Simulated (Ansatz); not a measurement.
Consider the cleavage of the Si–Al bond: `C[BH][AlH][SiH2]C` + `C=C(O)F` → `C=C(F)O[SiH2]C` + `C[BH][AlH2]`.

Gas-phase electronic energies from Ansatz, PBE0-D4/def2-TZVP geometries. CCSD(T)/CBS is the MP2 limit (def2-TZVPP, def2-QZVPP) plus CCSD(T) − MP2 in def2-TZVPP, frozen cores. Functionals use def2-TZVPP. B3LYP here is the variant with VWN-RPA as its local correlation; programs differ in this. One conformer a species, not always the lowest.

(1) Is it downhill or uphill in electronic energy at CCSD(T)/CBS, and by how much? (Estimate.)

(2) What do these levels give: B3LYP-D4, ωB97M-V, B2PLYP, r2SCAN, PBE0, B3LYP, MP2/def2-TZVPP, SCS-MP2/def2-TZVPP, CCSD/def2-TZVPP, HF/def2-QZVPP, MP2/def2-QZVPP, MP2/CBS(def2)? (An estimate is asked.)

Largest T1 diagnostic among the species: 0.012.

Answers

(1) Computed: Downhill: ΔE = -21.9 kcal/mol.

(2) The calculation gave: B3LYP-D4 -22.5, ωB97M-V -23.4, B2PLYP -23.1, r2SCAN -20.5, PBE0 -17.3, B3LYP -21.9, MP2/def2-TZVPP -23.9, SCS-MP2/def2-TZVPP -24.7, CCSD/def2-TZVPP -22.5, HF/def2-QZVPP -27.7, MP2/def2-QZVPP -24.1, MP2/CBS(def2) -24.0 kcal/mol.

From PBE to PBE0 (25 % exact exchange), in def2-TZVPP and without D4, ΔE moves by −1.9 kcal/mol. In def2-TZVPP, CCSD(T) changes the Hartree–Fock value by +5.5 kcal/mol (the triples alone add +0.7 kcal/mol) and MP2 by +3.4 kcal/mol.
